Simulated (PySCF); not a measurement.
## Excitation energy of Mo by level of theory

Mo [Kr] 4d5 5s1 (7S) → Mo [Kr] 4d5 5p1 (7P), as a difference of total energies. All numbers are calculated (PySCF 2.14, scalar relativity through the core potential, in cc-pVTZ-PP with ECP28MDF). Correlated levels: valence: 4s2 4p6 frozen. The calculations carry no spin-orbit coupling.

| method | excitation energy (cm⁻¹) |
| --- | --- |
| UHF | 23193 |
| LDA | 27888 |
| PBE | 27062 |
| PBE0 | 26319 |
| r2SCAN | 28045 |
| B2PLYP | 25638 |
| PBEsol | 27553 |
| revPBE | 26906 |
| r2SCAN0 | 27216 |
| MP2 (valence) | 25141 |
| SCS-MP2 (valence) | 23843 |

The basis was made for the ground configuration and has no added diffuse functions, so the excitation energy can come out too high.
